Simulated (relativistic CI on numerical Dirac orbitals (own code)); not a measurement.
## Line list: Electric-dipole lines, Sb⁹⁺

Calculated at this level of theory: Dirac-Coulomb-Breit CI, separate exchange-only KLI orbitals for each configuration, a model potential for QED, unscaled Slater integrals (own radial code, finite nucleus).

CI space (outside the closed core [Ar] 3d10): 4s²4p⁶4d⁶, 4s²4p⁵4d⁷, 4s²4p⁶4d⁵4f, 4s²4p⁶4d⁵5s, 4s²4p⁶4d⁵5p, 4s4p⁶4d⁷, 4s²4p⁵4d⁶4f, 4s²4p⁶4d⁴5s5p, 4s²4p⁶4d⁵5d, 4s²4p⁶4d⁴4f5s, 4s²4p⁶4d⁵6s, 4s4p⁶4d⁶4f, 4s²4p⁶4d⁵6p, 4s²4p⁶4d⁵5f, 4s²4p⁵4d⁶5s, 4s²4p⁶4d⁵7s, 4s²4p⁶4d⁵7p, 4s²4p⁶4d⁵6f, 4s²4p⁶4d⁵7f, 4s4p⁶4d⁶5s, 4s²4p⁶4d⁴5s², 4s²4p⁶4d³4f5s², 4s²4p⁶4d³5s²5p, 4s²4p⁵4d⁴4f5s², 4p⁶4d⁸, 4p⁵4d⁹, 4p⁵4d⁸4f. Double excitations out of closed p, d and f shells are left out; levels of such configurations are missing from the list, as are those of other unlisted configurations, and high levels can miss mixing partners. These lack a partner that the ground configuration has and come out too high: 4s²4p⁵4d⁶5s.

```tsv
λ vac (nm)	Lower	Upper	A (s⁻¹)	gf	Branching (%)
15.804	4s²4p⁶4d⁶ ³H6 [7]	4s²4p⁶4d⁵4f ³G°5 [396]	1.15e+10	4.75e-01	74.3
15.813	4s²4p⁶4d⁶ ⁵D4 [1]	4s²4p⁶4d⁵5p ³H°4 [226]	9.19e+09	3.10e-01	52.4
15.844	4s²4p⁶4d⁶ ³H6 [7]	4s²4p⁶4d⁵5p ³G°5 [389]	1.93e+10	7.97e-01	55.7
15.908	4s²4p⁶4d⁶ ⁵D4 [1]	4s²4p⁶4d⁵5p ⁵D°4 [208]	1.46e+10	5.00e-01	38.3
16.041	4s²4p⁶4d⁶ ⁵D3 [2]	4s²4p⁶4d⁵5p ⁵P°2 [212]	1.95e+10	3.76e-01	75.7
16.042	4s²4p⁶4d⁶ ⁵D4 [1]	4s²4p⁶4d⁵5p ⁵G°5 [183]	6.35e+09	2.70e-01	54.0
16.059	4s²4p⁶4d⁶ ⁵D3 [2]	4s²4p⁶4d⁵5p ⁵D°4 [208]	1.02e+10	3.54e-01	26.6
16.098	4s²4p⁶4d⁶ ⁵D2 [3]	4s²4p⁶4d⁵5p ⁵D°3 [211]	1.69e+10	4.61e-01	37.2
16.100	4s²4p⁶4d⁶ ⁵D3 [2]	4s²4p⁶4d⁵5p ⁵F°4 [202]	1.04e+10	3.63e-01	69.5
16.135	4s²4p⁶4d⁶ ³H6 [7]	4s²4p⁶4d⁵5p ³I°7 [322]	8.20e+09	4.80e-01	50.9
16.178	4s²4p⁶4d⁶ ⁵D3 [2]	4s²4p⁶4d⁵5p ⁵F°4 [186]	9.99e+09	3.53e-01	77.0
16.183	4s²4p⁶4d⁶ ³H4 [11]	4s²4p⁶4d⁵5p ³F°4 [368]	2.99e+10	1.06e+00	72.7
16.193	4s²4p⁶4d⁶ ³H5 [8]	4s²4p⁶4d⁵5p ³G°4 [314]	1.63e+10	5.76e-01	65.1
16.194	4s²4p⁶4d⁶ ⁵D4 [1]	4s²4p⁶4d⁵5p ⁵P°3 [171]	2.36e+10	6.50e-01	47.6
16.214	4s²4p⁶4d⁶ ³H5 [8]	4s²4p⁶4d⁵5p ³H°5 [311]	1.44e+10	6.25e-01	40.6
16.217	4s²4p⁶4d⁶ ⁵D2 [3]	4s²4p⁶4d⁵5p ³F°2 [188]	1.64e+10	3.23e-01	55.6
16.221	4s²4p⁶4d⁶ ⁵D1 [4]	4s²4p⁶4d⁵5p ⁵F°1 [199]	4.61e+10	5.45e-01	83.0
16.222	4s²4p⁶4d⁶ ³H4 [6]	4s²4p⁶4d⁵5p ³F°4 [291]	2.47e+10	8.76e-01	44.0
16.234	4s²4p⁶4d⁶ ³H6 [7]	4s²4p⁶4d⁵5p ³H°6 [302]	2.73e+10	1.40e+00	83.8
16.305	4s²4p⁶4d⁶ ³H5 [8]	4s²4p⁶4d⁵5p ³I°5 [287]	1.20e+10	5.25e-01	47.3
16.317	4s²4p⁶4d⁶ ⁵D2 [3]	4s²4p⁶4d⁵5p ⁵F°2 [177]	2.00e+10	3.99e-01	71.8
16.341	4s²4p⁶4d⁶ ⁵D4 [1]	4s²4p⁶4d⁵5p ⁵F°5 [161]	3.09e+10	1.36e+00	84.0
16.348	4s²4p⁶4d⁶ ³H4 [11]	4s²4p⁶4d⁵5p ³I°5 [328]	1.25e+10	5.52e-01	47.4
16.351	4s²4p⁶4d⁶ ⁵D3 [2]	4s²4p⁶4d⁵5p ⁵P°3 [171]	2.18e+10	6.11e-01	43.9
16.358	4s²4p⁶4d⁶ ⁵D4 [1]	4s²4p⁶4d⁵5p ⁵F°4 [159]	1.20e+10	4.35e-01	46.1
16.387	4s²4p⁶4d⁶ ³H5 [8]	4s²4p⁶4d⁵5p ³H°4 [268]	1.69e+10	6.13e-01	51.6
16.406	4s²4p⁶4d⁶ ³G5 [13]	4s²4p⁶4d⁵4f ⁵G°5 [343]	2.10e+10	9.33e-01	77.9
16.422	4s²4p⁶4d⁶ ³G4 [14]	4s²4p⁶4d⁵5p ³G°4 [358]	1.81e+10	6.58e-01	46.2
16.439	4s²4p⁶4d⁶ ³G5 [13]	4s²4p⁶4d⁵5p ³G°5 [334]	1.42e+10	6.32e-01	64.4
16.453	4s²4p⁶4d⁶ ³H6 [7]	4s²4p⁶4d⁵5p ³G°5 [246]	3.23e+10	1.44e+00	60.6
16.461	4s²4p⁶4d⁶ ⁵D4 [1]	4s²4p⁶4d⁵5p ⁵G°3 [146]	1.06e+10	3.03e-01	53.6
16.461	4s²4p⁶4d⁶ ¹I6 [18]	4s²4p⁶4d⁵5p ¹I°6 [372]	4.51e+10	2.38e+00	93.1
16.493	4s²4p⁶4d⁶ ³H6 [7]	4s²4p⁶4d⁵5p ³H°6 [239]	4.13e+10	2.19e+00	75.6
16.518	4s²4p⁶4d⁶ ⁵D3 [2]	4s²4p⁶4d⁵5p ⁵F°4 [159]	7.38e+09	2.72e-01	28.3
16.518	4s²4p⁶4d⁶ ³H5 [8]	4s²4p⁶4d⁵5p ³H°6 [239]	1.03e+10	5.45e-01	18.8
16.546	4s²4p⁶4d⁶ ³H4 [6]	4s²4p⁶4d⁵5p ³G°3 [229]	1.66e+10	4.76e-01	49.9
16.721	4s²4p⁶4d⁶ ³H4 [6]	4s²4p⁶4d⁵5p ³I°5 [203]	1.53e+10	7.06e-01	76.6
16.967	4s²4p⁶4d⁶ ⁵D4 [1]	4s²4p⁶4d⁵5p ⁵P°3 [114]	2.08e+10	6.29e-01	71.6
74.313	4s²4p⁶4d⁵5s ⁷S3 [35]	4s²4p⁶4d⁵5p ⁷P°4 [105]	3.57e+09	2.66e+00	95.4
74.933	4s²4p⁶4d⁵5s ⁵G6 [40]	4s²4p⁶4d⁵5p ⁵H°7 [196]	3.35e+09	4.23e+00	99.2
75.432	4s²4p⁶4d⁵5s ⁵G5 [41]	4s²4p⁶4d⁵5p ⁵G°6 [194]	1.61e+09	1.79e+00	33.2
75.654	4s²4p⁶4d⁵5s ³I6 [56]	4s²4p⁶4d⁵5p ¹K°7 [309]	2.06e+09	2.65e+00	21.4
75.693	4s²4p⁶4d⁵5s ³I7 [59]	4s²4p⁶4d⁵5p ³I°7 [322]	1.90e+09	2.45e+00	11.8
76.247	4s²4p⁶4d⁵5s ³I7 [59]	4s²4p⁶4d⁵5p ³K°8 [315]	3.31e+09	4.90e+00	100.0
76.305	4s²4p⁶4d⁵5s ⁵G4 [39]	4s²4p⁶4d⁵5p ⁵G°5 [183]	1.48e+09	1.42e+00	12.6
```

Terms are leading LS components. Brackets give the number of a level in order of energy, since labels repeat. The list gives strong lines, with weight on those to low levels, without lines whose two gauges differ by over a factor of 2.5, among the lowest 400 of 10159 levels, so that lines to higher ones, which can be the strongest, are missing. Levels whose partners in the same complex of configurations lie outside the list can be far off, and so can their lines. Rates are taken at the computed energies, electric ones in the length gauge.

At this charge energies of transitions that change n are usually good to better than 1 %, and those within a shell (Δn = 0) to a few per cent. Terms inside the open d or f shell come out 10 to 20 % too wide with unscaled integrals. Levels and lines within the n = 5 or 6 shells can be off by up to 10 % or somewhat more, and those that change n by about 2 %, since core polarisation is missing.

LS names give the leading component of a level, which can be under half, so a name can repeat, a term be missing and a line seem to break the LS rules.
